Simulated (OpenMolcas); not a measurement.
**Ne5+: effect of the level shift or regulariser**

| Property | Result |
| --- | --- |
| Program | OpenMolcas 26.06 |
| Basis | ANO-RCC-VQZP [5s4p3d2f1g] |
| Scalar Hamiltonian | DKH2, point nucleus |
| Active space | 3 electrons in 9 orbitals (RAS2 2s 2p; RAS3 3d, at most 2 electrons) |
| State averaging | 2S+1 = 4 odd, 1 root; 2S+1 = 2 odd, 11 roots (3 in the spin-orbit step); 2S+1 = 4 even, 3 roots; 2S+1 = 2 even, 9 roots |
| Spin-orbit coupling | state interaction with AMFI integrals over the reference wave functions, term energies averaged over their components |

Methods on the same reference wave functions:
A. RASSCF
B. SS-RASPT2, IPEA 0.25 Eh, imaginary shift 0.1 Eh (closed shells correlated: 1s)
C. SS-RASPT2, IPEA 0.25 Eh, sigma2 regulariser 0.3 Eh (closed shells correlated: 1s)

Energies in cm⁻¹ above 2s² 2p ²P°_1/2, the measured ground level; measured values from NIST levels in Podobedova, Fuhr, Reader and Wiese, J. Phys. Chem. Ref. Data 33, 525 (2004).

| Level | A | B | C | Measured |
| --- | --- | --- | --- | --- |
| 2s² 2p ²P°_1/2 | 0.0 | 0.0 | 0.0 | 0.0 |
| 2s² 2p ²P°_3/2 | 1204 | 1204 | 1204 | 1310 |
| 2s 2p² ⁴P_1/2 | 98192 | 99811 | 99811 |  |
| 2s 2p² ⁴P_3/2 | 98623 | 100242 | 100242 |  |
| 2s 2p² ⁴P_5/2 | 99328 | 100947 | 100947 |  |
| 2s 2p² ²D_3/2 | 181581 | 179450 | 179450 | 179021 |
| 2s 2p² ²D_5/2 | 181591 | 179460 | 179460 | 178992 |
| 2s 2p² ²S_1/2 | 236903 | 231621 | 231621 | 230853 |
| 2s 2p² ²P_1/2 | 253426 | 250096 | 250096 | 249292 |
| 2s 2p² ²P_3/2 | 254249 | 250921 | 250921 | 250112 |

Deviations, from unrounded energies. A percentage is the sum of absolute deviations over the sum of measured energies, with the sign that they share, or ± where signs differ.

```json
{"Against measurement": "mean absolute deviation (cm-1)", "Levels": "6", "A": "3300", "B": "560", "C": "560"}
{"Against measurement": "fine structure of the ground term (%)", "Levels": "1", "A": "-8.1", "B": "-8.1", "C": "-8.1"}
{"Against measurement": "other configurations (%)", "Levels": "5", "A": "+1.8", "B": "+0.3", "C": "+0.3"}
```

B, C lie about equally close to measurement and A furthest from it. The largest miss of C in the table is 2s 2p² ²P_3/2, by +810 cm-1. The ranking rests on the paired levels alone, and a cruder setting can come out closer through cancelling errors.

Between B and C no level of the table moves by more than 5 cm-1.

The two smallest mean deviations differ by little beside CASPT2's spread within terms, so their order carries little weight.

The lowest spin-free term lies below A's lowest term by 0.032 hartree in B, 0.032 hartree in C.

Active for correlation alone: 3d; no level in the range computed is led by a configuration that fills it, so any true level of that kind is missing. Measured partners are found by configuration, term and J. A level has none where our copy of the source lacks it or the pairing is in doubt (some pairs that miss far off the trend of their configuration count as doubtful), and it then counts in no deviation. Only configurations of the active space appear. Levels that lie high or do not pair safely by name in every column are left out.

° marks odd parity.
